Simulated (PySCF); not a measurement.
SMILES C=CC[SiH2]Cl (C₃H₇ClSi) (GFN2-xTB optimised geometry):

```
12

C      1.940    -1.310    -1.034
C      1.190    -0.977     0.000
C     -0.299    -0.977     0.000
Si    -0.999     0.799     0.000
Cl    -3.015     0.685     0.009
H      1.505    -1.629    -1.968
H      3.015    -1.283    -0.994
H      1.653    -0.658     0.925
H     -0.667    -1.519    -0.874
H     -0.661    -1.504     0.886
H     -0.582     1.512    -1.205
H     -0.583     1.519     1.202
```

Method: CAM-B3LYP/def2-TZVP run with PySCF.

Q: What are the frontier orbital energies and the dipole moment?

A: HOMO-2 -10.44 eV, HOMO-1 -10.30 eV, HOMO -8.67 eV, LUMO 0.92 eV, LUMO+1 1.63 eV; dipole moment 1.24 D.

On the same geometry PBE/def2-TZVP (PySCF) gives HOMO-2 -7.69 eV, HOMO-1 -7.54 eV, HOMO -6.26 eV, LUMO -1.16 eV, LUMO+1 -0.20 eV; dipole moment 1.16 D.

Meta-Löwdin charges at CAM-B3LYP/def2-TZVP: C1 -0.28, C2 -0.09, C3 -0.44, Si4 0.74, Cl5 -0.31, H6 0.11, H7 0.12, H8 0.11, H9 0.12, H10 0.13, H11 -0.11, H12 -0.11.
